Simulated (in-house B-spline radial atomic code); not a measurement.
Results of a calculation; reference values are marked as such.
## Mn in an electron gas of r_s = 2: phase shifts, screening, friction and resistivity

A nucleus sits in a uniform electron gas with a rigid positive background. The Kohn-Sham equations are solved self-consistently in the spin-unpolarised LDA (PW92), non-relativistic, on B-splines with outgoing waves at the boundary and partial waves to l = 8. The model has no lattice, no bands and no magnetic solution. Atomic units; δ_l are the phase shifts at the Fermi level, counted so that each bound state adds π, and good to about 0.0005.

The density parameter is r_s = 2 bohr, near that of the valence electrons of Si (4 per atom, density 2.33 g/cm³, mass 28.09 u, which gives r_s = 2.01).

| l | δ_l (rad) |
| --- | --- |
| 0 | 8.8968 |
| 1 | 6.2606 |
| 2 | 2.2828 |
| 3 | 0.0173 |
| 4 | 0.0042 |
| 5 | 0.0005 |
| 6 | -0.0001 |
| 7 | -0.0003 |
| 8 | -0.0003 |

Bound levels below the band bottom (hartree): s -232.9, s -26.05, p -22.25, s -2.328, p -1.255.

Check the Friedel sum rule, and say where the screening charge sits.

k_F = (9π/4)^(1/3)/r_s = 0.95958. The rule is Z = (2/π) Σ (2l + 1) δ_l. The terms are s 5.664, p 11.957, d 7.266, f 0.077 and 0.021 beyond, in all 24.985 against Z = 25. Bound states hold 6 s, 12 p, 0 d electrons, so the scattering states carry 6.98 in all; where a term is smaller than its bound count, the bound level has drawn weight out of the band.

Find the transport cross section and the electronic stopping of a 2 keV Mn ion (mass 54.94 u).

σ_tr = (4π/k_F²) Σ (l + 1) sin²(δ_l − δ_(l+1)). The terms for l = 0 to 3 are 0.2344, 1.1014, 1.7706, 0.0007, all together 3.1072, so σ_tr = 13.647 × 3.1072 = 42.405 bohr². With n = 3/(4π r_s³) = 0.02984, the friction coefficient is Q = n k_F σ_tr = 1.2143. For v well below v_F = 0.960, dE/dx = Q v; with 24801 eV per u at v = 1, v = √(2000/(24801 × 54.94)) = 0.0383, so dE/dx = 0.04652 hartree/bohr = 23.9 eV/nm. The largest term couples the d and f waves.

What residual resistivity would 1 atomic per cent of such centres give in a metal of this density?

Δρ = k_F n_i σ_tr/n in atomic units of 21.74 μΩ·cm. With one host atom per 4 electrons, n_i/n = 0.01/4, so Δρ = 0.9596 × 0.00250 × 42.405 × 21.74 = 2.21 μΩ·cm. This is an atom added to the gas, as on an interstitial site.

On a substitutional site the background of one host ion, a sphere holding 4 charges, is taken out. The phase shifts for l = 0 to 4 become 8.3808, 5.7464, 1.6681, -0.0940, -0.0259. What follows?

The Friedel sum is now 20.99, for Z − 4 = 21. The sum in σ_tr is 4.4461, so σ_tr = 60.68 bohr² and Δρ = 3.16 μΩ·cm per atomic per cent, 1.43 times the value above. A real host ion scatters too, so this model doesn't give zero even for the host's own atom.
